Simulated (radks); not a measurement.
Fractional charge and spin in the 2s shell of fluorine: the spin-up occupation runs from 0 to 1 and the spin-down occupation from 0 to 1; the fullest corner is F2+, [He] 2p(up 1.5, down 1.5) 2s(up 1, down 1). Method: scalar-relativistic Kohn-Sham, SCAN, spin-polarised, spherical densities, finite nucleus; meta-GGA in the generalised Kohn-Sham scheme; Fermi nuclear charge, rms radius of each element as measured or else 0.836 A^(1/3) + 0.57 fm; computed with a radial shooting solver on a logarithmic mesh with Libxc functionals. Energy (eV) minus the two flat planes that join the four corners (they meet along the diagonal where the two added fractions sum to one electron); zero is where a piecewise linear energy would lie.

| down \ up | 0 | 0.25 | 0.5 | 0.75 | 1 |
|---|---|---|---|---|---|
| 0 | 0.000 | -1.822 | -2.568 | -1.989 | 0.000 |
| 0.25 | -1.822 | -1.972 | -1.044 | 1.152 | -1.615 |
| 0.5 | -2.568 | -1.044 | 1.509 | -1.048 | -2.272 |
| 0.75 | -1.989 | 1.152 | -1.048 | -2.057 | -1.756 |
| 1 | 0.000 | -1.615 | -2.272 | -1.756 | 0.000 |

Corners above the fullest one (they belong to F3+ and the next ion): (up 1, down 0) 79.427 eV, (up 0, down 1) 79.427 eV, (up 0, down 0) 184.18 eV. With half an added electron in each spin the energy lies 1.509 eV from the planes, and with half an added electron in spin up alone -2.568 eV. The planes are only a guide here: the flat-plane condition holds for ground states with one frontier orbital, while this shell lies below other occupied shells, so the corners above the fullest one are inner-hole states and not the ground states of those ions.
